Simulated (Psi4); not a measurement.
Input for Psi4: SAPT0/jun-cc-pV(D+d)Z on H6OSi (a complex), monomers drawn apart or pushed together.

```
memory 1800 MB

molecule dimer {
0 1
O     0.46462237    0.31230193    0.34750096
H     0.07303512   -0.46952391   -0.05624283
H    -0.11752488    1.04178970    0.10951450
--
0 1
Si   -0.44443581   -0.27175971    4.59802900
H    -0.83292665   -1.48662056    3.84747929
H    -0.80670222   -0.47659815    6.02334435
H    -1.19947857    0.89858599    4.09743600
H     1.01001850   -0.03817985    4.50415792
units angstrom
symmetry c1
no_reorient
no_com
}

set {
  basis jun-cc-pV(D+d)Z
  scf_type df
  freeze_core true
}

energy('sapt0')
```

The log:

```
[...]
==> Input File <==

--------------------------------------------------------------------------
memory 1800 MB

molecule dimer {
0 1
O     0.46462237    0.31230193    0.34750096
H     0.07303512   -0.46952391   -0.05624283
H    -0.11752488    1.04178970    0.10951450
--
0 1
Si   -0.44443581   -0.27175971    4.59802900
H    -0.83292665   -1.48662056    3.84747929
H    -0.80670222   -0.47659815    6.02334435
H    -1.19947857    0.89858599    4.09743600
H     1.01001850   -0.03817985    4.50415792
units angstrom
symmetry c1
no_reorient
no_com
}

set {
  basis jun-cc-pV(D+d)Z
  scf_type df
  freeze_core true
}

energy('sapt0')
--------------------------------------------------------------------------


   => Loading Basis Set <=

    Name: JUN-CC-PV(D+D)Z
    Role: ORBITAL
    Keyword: BASIS
    atoms 1        entry O          line   256 file jun-cc-pv_dpd_z.gbs
    atoms 2-3, 5-8 entry H          line    60 file jun-cc-pv_dpd_z.gbs
    atoms 4        entry SI         line   566 file jun-cc-pv_dpd_z.gbs

   => Loading Basis Set <=

    Name: JUN-CC-PV(D+D)Z
    Role: ORBITAL
    Keyword: BASIS
    atoms 1        entry O          line   256 file jun-cc-pv_dpd_z.gbs
    atoms 2-3, 5-8 entry H          line    60 file jun-cc-pv_dpd_z.gbs
    atoms 4        entry SI         line   566 file jun-cc-pv_dpd_z.gbs


  //>>>>>>>>>>>>>>>>>>>>>>>>>>>>>>>>>>>//
  //              Dimer HF             //
  //<<<<<<<<<<<<<<<<<<<<<<<<<<<<<<<<<<<//

   => Libint2 <=

    Primary   basis highest AM E, G, H:  7, 6, 3
    Auxiliary basis highest AM E, G, H:  7, 7, 4
    Onebody   basis highest AM E, G, H:  -, -, -
    Solid Harmonics ordering:            Gaussian


   => Loading Basis Set <=

    Name: JUN-CC-PV(D+D)Z
    Role: ORBITAL
    Keyword: BASIS
    atoms 1        entry O          line   256 file jun-cc-pv_dpd_z.gbs
    atoms 2-3, 5-8 entry H          line    60 file jun-cc-pv_dpd_z.gbs
    atoms 4        entry SI         line   566 file jun-cc-pv_dpd_z.gbs


         ---------------------------------------------------------
                                   SCF
               by Justin Turney, Rob Parrish, Andy Simmonett
                          and Daniel G. A. Smith
                              RHF Reference
                        1 Threads,   1716 MiB Core
         ---------------------------------------------------------

  ==> Geometry <==

    Molecular point group: c1
    Full point group: C1

    Geometry (in Angstrom), charge = 0, multiplicity = 1:

       Center              X                  Y                   Z               Mass
    ------------   -----------------  -----------------  -----------------  -----------------
         O            0.464622370000     0.312301930000     0.347500960000    15.994914619570
         H            0.073035120000    -0.469523910000    -0.056242830000     1.007825032230
         H           -0.117524880000     1.041789700000     0.109514500000     1.007825032230
         SI          -0.444435810000    -0.271759710000     4.598029000000    27.976926534650
         H           -0.832926650000    -1.486620560000     3.847479290000     1.007825032230
         H           -0.806702220000    -0.476598150000     6.023344350000     1.007825032230
         H           -1.199478570000     0.898585990000     4.097436000000     1.007825032230
         H            1.010018500000    -0.038179850000     4.504157920000     1.007825032230

  Running in c1 symmetry.

  Rotational constants: A =      1.30023  B =      0.02428  C =      0.02410 [cm^-1]
  Rotational constants: A =  38979.96068  B =    727.86087  C =    722.63754 [MHz]
  Nuclear repulsion =   51.802533816691344

  Charge       = 0
  Multiplicity = 1
  Electrons    = 28
  Nalpha       = 14
  Nbeta        = 14

  ==> Algorithm <==

  SCF Algorithm Type is DF.
  DIIS enabled.
  MOM disabled.
  Fractional occupation disabled.
  Guess Type is SAD.
  Energy threshold   = 1.00e-08
  Density threshold  = 1.00e-08
  Integral threshold = 1.00e-12

  ==> Primary Basis <==

  Basis Set: JUN-CC-PV(D+D)Z
    Blend: JUN-CC-PV(D+D)Z
    Number of shells: 37
    Number of basis functions: 75
    Number of Cartesian functions: 78
    Spherical Harmonics?: true
    Max angular momentum: 2

   => Loading Basis Set <=

    Name: (JUN-CC-PV(D+D)Z AUX)
    Role: JKFIT
    Keyword: DF_BASIS_SCF
    atoms 1        entry O          line   258 file jun-cc-pvdz-jkfit.gbs
    atoms 2-3, 5-8 entry H          line    70 file jun-cc-pvdz-jkfit.gbs
    atoms 4        entry SI         line   506 file jun-cc-pvdz-jkfit.gbs

  ==> Integral Setup <==

  DFHelper Memory: AOs need 0.015 GiB; user supplied 1.257 GiB.
  SCF_SUBTYPE=INCORE selected. In-core MEM_DF algorithm will be used.
  Using in-core AOs.

  ==> MemDFJK: Density-Fitted J/K Matrices <==

    J tasked:                   Yes
    K tasked:                   Yes
    wK tasked:                   No
    OpenMP threads:               1
    Algorithm:                 Core
    Schwarz Cutoff:      
[...]
 61A      3.190346    62A      3.380795    63A      3.380905
      64A      3.444642    65A      3.446655    66A      3.447940
      67A      4.434874    68A      4.518373    69A      4.694790
      70A      4.829552    71A      4.993695    72A      5.480661
      73A      6.511342    74A      6.983384    75A     33.512380

    Final Occupation by Irrep:
              A
    DOCC [     9 ]
    NA   [     9 ]
    NB   [     9 ]

  @DF-RHF Final Energy:  -291.24986405530427

   => Energetics <=

    Nuclear Repulsion Energy =             21.3340464549678259
    One-Electron Energy =                -445.5804492956648915
    Two-Electron Energy =                 132.9965387853927439
    Total Energy =                       -291.2498640553043288

Computation Completed


Properties will be evaluated at   0.000000,   0.000000,   0.000000 [a0]

Properties computed using the SCF density matrix


 Multipole Moments:

 ------------------------------------------------------------------------------------
     Multipole            Electronic (a.u.)      Nuclear  (a.u.)        Total (a.u.)
 ------------------------------------------------------------------------------------

 L = 1.  Multiply by 2.5417464519 to convert [e a0] to [Debye]
 Dipole X            :         15.2395425          -15.2145446            0.0249979
 Dipole Y            :          9.2814760           -9.2737337            0.0077423
 Dipole Z            :       -156.5937197          156.5540274           -0.0396922
 Magnitude           :                                                    0.0475428

 ------------------------------------------------------------------------------------

  Constructing Basis Sets for SAPT...

   => Loading Basis Set <=

    Name: (JUN-CC-PV(D+D)Z AUX)
    Role: RIFIT
    Keyword: DF_BASIS_SAPT
    atoms 1        entry O          line   188 file jun-cc-pvdz-ri.gbs
    atoms 2-3, 5-8 entry H          line    30 file jun-cc-pvdz-ri.gbs
    atoms 4        entry SI         line   376 file jun-cc-pvdz-ri.gbs

   => Loading Basis Set <=

    Name: (JUN-CC-PV(D+D)Z AUX)
    Role: JKFIT
    Keyword: DF_BASIS_ELST
    atoms 1        entry O          line   258 file jun-cc-pvdz-jkfit.gbs
    atoms 2-3, 5-8 entry H          line    70 file jun-cc-pvdz-jkfit.gbs
    atoms 4        entry SI         line   506 file jun-cc-pvdz-jkfit.gbs


  //>>>>>>>>>>>>>>>>>>>>>>>>>>>>>>>>>>>//
  //               SAPT0               //
  //<<<<<<<<<<<<<<<<<<<<<<<<<<<<<<<<<<<//



        SAPT0
    Ed Hohenstein
     6 June 2009

      Orbital Information
  --------------------------
    NSO        =        75
    NMO        =        75
    NRI        =       234
    NRI (Elst) =       338
    NOCC A     =         5
    NOCC B     =         9
    FOCC A     =         1
    FOCC B     =         5
    NVIR A     =        70
    NVIR B     =        66

    Elst10,r            =    -0.000590135661 [Eh]
    Exch10              =     0.000095757132 [Eh]
    Exch10 (S^2)        =     0.000095747370 [Eh]

    Maxiter = 50
    CPHF R converge = 1.000000E-08

    Iter     Energy [mEh]          dE [mEh]         Residual      Time [s]
       1      -0.01123952       0.011239518     4.548331e-04             0
       2      -0.01386603       0.002626510     1.472001e-04             0
       3      -0.01391672       0.000050693     5.380121e-05             0
       4      -0.01384530      -0.000071423     1.046419e-05             0
       5      -0.01384530      -0.000000003     2.660604e-06             0
       6      -0.01384757       0.000002270     5.024121e-07             0
       7      -0.01384701      -0.000000555     7.994123e-08             0
       8      -0.01384708       0.000000065     1.625540e-08             0
       9      -0.01384707      -0.000000010     4.096556e-09             0

    CHF Iterations converged

    Maxiter = 50
    CPHF R converge = 1.000000E-08

    Iter     Energy [mEh]          dE [mEh]         Residual      Time [s]
       1      -0.05657576       0.056575761     1.199749e-03             0
       2      -0.06596965       0.009393889     3.567014e-04             0
       3      -0.06679274       0.000823093     3.716425e-05             0
       4      -0.06657875      -0.000213996     4.645356e-06             0
       5      -0.06659456       0.000015818     8.468326e-07             0
       6      -0.06659362      -0.000000944     2.084688e-07             0
       7      -0.06659348      -0.000000140     2.954821e-08             0
       8      -0.06659353       0.000000050     4.500932e-09             0

    CHF Iterations converged

    Ind20,r (A<-B)      =    -0.000013847066 [Eh]
    Ind20,r (B<-A)      =    -0.000066593531 [Eh]
    Ind20,r             =    -0.000080440598 [Eh]
    Exch-Ind20,r (A<-B) =     0.000009058574 [Eh]
    Exch-Ind20,r (B<-A) =     0.000005646694 [Eh]
    Exch-Ind20,r        =     0.000014705268 [Eh]
    Disp20              =    -0.000227227007 [Eh]
    Disp20 (SS)         =    -0.000113613503 [Eh]
    Disp20 (OS)         =    -0.000113613503 [Eh]
    Exch-Disp20         =     0.000007490405 [Eh]
    Exch-Disp20 (SS)    =     0.000004462564 [Eh]
    Exch-Disp20 (OS)    =     0.000003027841 [Eh]

    SAPT Results
  --------------------------------------------------------------------------------------------------------
    Electrostatics                 -0.59013566 [mEh]      -0.37031572 [kcal/mol]      -1.54940097 [kJ/mol]
      Elst10,r                     -0.59013566 [mEh]      -0.37031572 [kcal/mol]      -1.54940097 [kJ/mol]

    Exchange                        0.09575713 [mEh]       0.06008851 [kcal/mol]       0.25141032 [kJ/mol]
      Exch10                        0.09575713 [mEh]       0.06008851 [kcal/mol]       0.25141032 [kJ/mol]
      Exch10(S^2)                   0.09574737 [mEh]       0.06008238 [kcal/mol]       0.25138469 [kJ/mol]

    Induction                      -0.07155509 [mEh]      -0.04490150 [kcal/mol]      -0.18786787 [kJ/mol]
      Ind20,r                      -0.08044060 [mEh]      -0.05047724 [kcal/mol]      -0.21119676 [kJ/mol]
      Exch-Ind20,r                  0.01470527 [mEh]       0.00922769 [kcal/mol]       0.03860868 [kJ/mol]
      delta HF,r (2)               -0.00581976 [mEh]      -0.00365196 [kcal/mol]      -0.01527978 [kJ/mol]

    Dispersion                     -0.21973660 [mEh]      -0.13788680 [kcal/mol]      -0.57691837 [kJ/mol]
      Disp20                       -0.22722701 [mEh]      -0.14258710 [kcal/mol]      -0.59658442 [kJ/mol]
      Exch-Disp20                   0.00749041 [mEh]       0.00470030 [kcal/mol]       0.01966606 [kJ/mol]
      Disp20 (SS)                  -0.11361350 [mEh]      -0.07129355 [kcal/mol]      -0.29829221 [kJ/mol]
      Disp20 (OS)                  -0.11361350 [mEh]      -0.07129355 [kcal/mol]      -0.29829221 [kJ/mol]
      Exch-Disp20 (SS)              0.00446256 [mEh]       0.00280030 [kcal/mol]       0.01171646 [kJ/mol]
      Exch-Disp20 (OS)              0.00302784 [mEh]       0.00190000 [kcal/mol]       0.00794959 [kJ/mol]

  Total HF                         -0.56593362 [mEh]      -0.35512871 [kcal/mol]      -1.48585851 [kJ/mol]
  Total SAPT0                      -0.78567022 [mEh]      -0.49301551 [kcal/mol]      -2.06277688 [kJ/mol]

  Special recipe for scaled SAPT0 (see Manual):
    Electrostatics sSAPT0          -0.59013566 [mEh]      -0.37031572 [kcal/mol]      -1.54940097 [kJ/mol]
    Exchange sSAPT0                 0.09575713 [mEh]       0.06008851 [kcal/mol]       0.25141032 [kJ/mol]
    Induction sSAPT0               -0.07155059 [mEh]      -0.04489867 [kcal/mol]      -0.18785606 [kJ/mol]
    Dispersion sSAPT0              -0.21973431 [mEh]      -0.13788536 [kcal/mol]      -0.57691235 [kJ/mol]
  Total sSAPT0                     -0.78566343 [mEh]      -0.49301125 [kcal/mol]      -2.06275906 [kJ/mol]
  --------------------------------------------------------------------------------------------------------



*** Psi4 exiting successfully. Buy a developer a beer!
```

The run finished.

Cost: very roughly 2.5 core-seconds.
